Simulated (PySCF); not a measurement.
trans-(1S,2S)-1-ethenyl-2-fluorocyclopropane (C5H7F), SMILES [C@H]1(C[C@@H]1F)C=C. Heavy atoms are numbered as in [CH2:1]=[CH:2][C@@H:3]1[CH2:4][C@@H:5]1[F:6]. Hydrogens are named by the atom that carries them.

The structure is a stationary point at PBE0-D3(BJ)/def2-SVP. One conformer was computed; it need not be the lowest.

Level of theory: PBE/def2-TZVP (PySCF).

ESP charges are fitted to the potential on shells at 1.4 to 2.0 van der Waals radii. Atomic charges (e), one atom of each kind:

```
atom      Löwdin  ESP fit
--------  ------  -------
C1 (CH2)   -0.22    -0.54
C2 (CH)    -0.19    -0.06
C3 (CH)    -0.20    -0.03
C4 (CH2)   -0.20    -0.39
C5 (CH)    -0.33     0.04
F6          0.16    -0.17
H on C1     0.12     0.20
H on C2     0.15     0.16
H on C3     0.16     0.12
H on C4     0.15     0.18
H on C5     0.13     0.12
```

Give the Mayer and Wiberg (Löwdin basis) orders of the bonds. (An estimate is asked for; the answer gives what the named calculation found.)


| bond | Mayer | Wiberg |
|---|---|---|
| C1–C2 | 1.93 | 2.15 |
| C2–C3 | 1.03 | 1.23 |
| C3–C4 | 0.90 | 1.17 |
| C3–C5 | 0.91 | 1.17 |
| C4–C5 | 0.98 | 1.28 |
| C5–F6 | 1.10 | 1.70 |
